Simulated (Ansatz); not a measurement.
```
atom    x (Å)    y (Å)    z (Å)
   S  -0.0036   0.0084   0.0040
   F   1.5846   0.0059   0.0071
   F  -1.5737  -0.0072  -0.0004
   F   0.0091   1.5808  -0.0042
   F   0.0012  -1.5876  -0.0071
   F  -0.0038   0.0070   1.5746
   F  -0.0032  -0.0093  -1.5787
```

Basis set: cc-pVDZ (spherical functions). Frozen core: 11 orbitals. Charge 0, multiplicity 1.

Computed with Ansatz (development build ahead of 0.2.0); each method stands on the lowest determinant of its kind that the runs found. Restricted open shells among the atoms or ions are ROHF, correlated in semicanonical orbitals with singles.

The atomization energy at this shape (free ground-state atoms in the same class of orbitals less the molecule, no zero-point energy) of singlet SF₆:

```json
{"method": "RHF", "atomization energy": "176.22 kcal/mol"}
```

(1) What does RHF-MP2 give?

Results:

(1) 390.46 kcal/mol.
